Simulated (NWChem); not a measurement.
System: disulfane (H2S2); SMILES SS

Here is an NWChem input.

```
start job
memory heap 200 mb stack 900 mb global 1100 mb
geometry units angstroms noautoz
  S      0.020651    -1.036052     0.078241
  S     -0.020651     1.036052     0.078241
  H     -0.931984    -1.250775    -0.861827
  H      0.931984     1.250775    -0.861827
end
basis spherical
  * library def2-svp
end
dft
  xc xwpbe 1.00 cpbe96 1.0 hfexch 1.00
  cam 0.35 cam_alpha 0.0 cam_beta 1.0
  iterations 150
  vectors input atomic output neutral.movecs
end
task dft energy
charge 1
dft
  odft
  mult 2
  vectors input atomic output cation.movecs
end
task dft energy
```

Structure relaxed at the PBE0/def2-SVP level.

Ions are spin-unrestricted doublets at the neutral geometry; other ion states weren't tried. Functional: LC-ωPBE (HJS hole) with def2-SVP; the question gives the range parameter ω in 1/bohr.

Q: Give the results of this calculation. (LC-wPBE (HJS exchange hole, range parameter 0.35 per bohr)/def2-SVP, vertical spin-unrestricted ions.) Quantities: vertical ionisation energy, ΔSCF (eV); −ε(HOMO) (eV).

A: 
```yaml
vertical ionisation energy, ΔSCF (eV): 10.23
"−ε(HOMO) (eV)": 9.98
```
